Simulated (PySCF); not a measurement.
NaHg⁻ at RHF-MP2

Level: RHF-MP2. Na def2-SVPD, Hg def2-SVPD with ECP60; scalar-relativistic core potentials (PySCF 2.14).

```json
{
  "state": "¹Σ⁺ (singlet), closed shell",
  "bond length": "3.927 Å",
  "harmonic wavenumber": "38.9 cm⁻¹",
  "force constant": "0.0184 mdyn/Å",
  "rotational constant Be": "0.05295 cm⁻¹",
  "anharmonicity ωexe": "0.634 cm⁻¹",
  "vibration–rotation constant αe": "0.00127 cm⁻¹"
}
```

Correlated steps freeze 1 core orbital. Spin–orbit coupling is left out.
